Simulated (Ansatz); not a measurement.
Start from `[F][SnH2][SH]` and change one atom or group to get `[F][SnH2][AsH2]`.

Ansatz, PBE0-D4/def2-TZVP geometries, multiplicity 1. Each molecule was computed in one conformer, which needn't be the lowest.

Elements past krypton have def2 core potentials. Scalar relativity is left out up to krypton.

```tsv
property	`[F][SnH2][SH]`
size of the dipole moment (PBE/def2-TZVPP) / D	2.38
size of the dipole moment (ωB97M-V/def2-TZVPP) / D	2.55
LUMO energy (B3LYP/def2-TZVPP) / eV	-1.23
LUMO energy (ωB97M-V/def2-TZVPP) / eV	0.92
HOMO energy (B3LYP/def2-TZVPP) / eV	-7.63
HOMO–LUMO gap (PBE/def2-TZVPP) / eV	4.79
```

**Question.** What does the change do to each property? (An estimate is asked.)

**Answer.** Computed: 
```csv
property,`[F][SnH2][AsH2]`,shift
size of the dipole moment (PBE/def2-TZVPP) / D,2.74,0.36
size of the dipole moment (ωB97M-V/def2-TZVPP) / D,2.92,0.37
LUMO energy (B3LYP/def2-TZVPP) / eV,-1.17,0.06
LUMO energy (ωB97M-V/def2-TZVPP) / eV,0.79,-0.13
HOMO energy (B3LYP/def2-TZVPP) / eV,-7.61,0.02
HOMO–LUMO gap (PBE/def2-TZVPP) / eV,5.05,0.26
```

The zero-point energy changes by 16.6 kJ/mol with +3 modes. Dipoles are sizes alone; their direction can turn.

B3LYP here is the variant with VWN-RPA as its local correlation; programs differ in this.
